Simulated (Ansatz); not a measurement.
Ansatz (a program for electronic structure) input (HSE06/def2-TZVPD):

Ansatz 0.2 input:
```yaml
crystal:
  periodic: [false, false, false]
  atoms:
    - {symbol: Ta, position_ang: [0.10912941, -0.22170899, 0.09238721]}
    - {symbol: O, position_ang: [1.87134215, -0.33467951, -0.07790594]}
    - {symbol: O, position_ang: [-0.42859544, -0.72300836, 1.70691711]}
    - {symbol: Cl, position_ang: [-1.14755414, 1.44977994, -1.16331506]}
basis:
  gaussian:
    orbitals: def2-TZVPD
hamiltonian:
  xc: {name: HSE06}
total_charge: -1
magnetization: {spin_polarized: true, initial_magnetization: 1}
output: {forces: true}
```

End of the output:

```
integrals: 0.11 GiB planned
1111 factors; their error is unknown
integrals: 0.14 GiB planned
77 factors; integrals over basis functions are off by at most 3.2e-5 eV
mean field: 1.11 GiB planned
mean field evaluation 1: about -18159.7598 eV, gradient 4.5e1 eV
mean field evaluation 2: about -17953.7483 eV, gradient 2.2e2 eV
mean field evaluation 4: about -18167.5017 eV, gradient 4.7e0 eV
mean field evaluation 8: about -18167.6103 eV, gradient 2.0e-1 eV
mean field evaluation 16: about -18167.6627 eV, gradient 1.1e-3 eV
mean field -18167.66270266 eV, -667.6492898385 hartree, gradient 5.7e-5 eV, S^2 0.757246; 0 other end points of the search recorded, 0 dependent functions left out
the calculation of the forces begins
reference -18167.66275666 eV, -667.6492918232 hartree; 24, 23 occupied and 145, 146 virtual orbitals, 1111 factors
Total energy: -18167.66275666 eV, -667.6492918232 hartree
Atom 0 at     0.109129    -0.221709     0.092387 Å, force     0.239639    -0.023890     0.303603 eV/Å
Atom 1 at     1.871342    -0.334680    -0.077906 Å, force    -0.531478     0.030704     0.062768 eV/Å
Atom 2 at    -0.428595    -0.723008     1.706917 Å, force     0.173731     0.149774    -0.484496 eV/Å
Atom 3 at    -1.147554     1.449780    -1.163315 Å, force     0.118108    -0.156588     0.118126 eV/Å
Dipole moment:    -0.324153     0.117056    -0.392238 e Å
```

The spin state was set by rule; other spins were not relaxed.
